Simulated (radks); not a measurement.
The bismuth anion Bi- inside a hard spherical wall (all orbitals vanish at R), configuration held at [Hg] 6p4 and not refilled when levels cross. Method: scalar-relativistic Kohn-Sham, PBE, spin-polarised, spherical densities, point nucleus; open shells are filled with parallel spins first (spin-orbit coupling, left out, can overturn this in heavy ions); computed with a radial shooting solver on a logarithmic mesh with Libxc functionals. Eigenvalues in eV for spin up, with the zero of energy where the potential of the charges vanishes at infinity; a dash marks a level that is unbound or too diffuse for the functional's potential to be trusted. A positive occupied level is held by the wall or, in an anion where self-interaction has pushed it up, behind a barrier. The pressure on the wall is -dE/dV.

| R (bohr) | E (hartree) | kinetic (hartree) | e(5p) | e(5d) | e(6s) | e(6p) | e(7s, empty) | e(6d, empty) | pressure (GPa) |
|---|---|---|---|---|---|---|---|---|---|
| 20 | -21530.8510 | 24432.376 | -89.619 | -20.903 | -8.828 | 0.458 | 2.026 | 2.685 | 0.000274 |
| 15 | -21530.8505 | 24432.377 | -89.519 | -20.802 | -8.726 | 0.545 | 2.505 | 3.653 | 0.00231 |
| 12 | -21530.8489 | 24432.384 | -89.353 | -20.635 | -8.566 | 0.680 | 3.124 | 4.691 | 0.0177 |
| 10 | -21530.8445 | 24432.405 | -89.054 | -20.338 | -8.294 | 0.915 | 3.987 | 5.803 | 0.0938 |
| 7 | -21530.7970 | 24432.614 | -87.417 | -18.721 | -6.924 | 2.237 | 8.131 | 9.469 | 2.08 |
| 6 | -21530.7245 | 24432.917 | -85.913 | -17.253 | -5.740 | 3.562 | 12.185 | 12.346 | 7.38 |
| 5 | -21530.5210 | 24433.741 | -83.105 | -14.551 | -3.531 | 6.337 | 20.646 | 17.778 | 31.7 |
| 4 | -21529.8419 | 24436.394 | -77.391 | -9.185 | 1.434 | 13.092 | 40.683 | 29.842 | 181 |
| 3 | -21526.8291 | 24447.856 | -63.292 | 3.841 | 17.132 | 34.504 | 98.604 | 63.814 | 1650 |
| 2 | -21504.5735 | 24526.412 | -14.714 | 54.484 | 103.77 | 143.92 | 339.67 | 205.42 | 34400 |
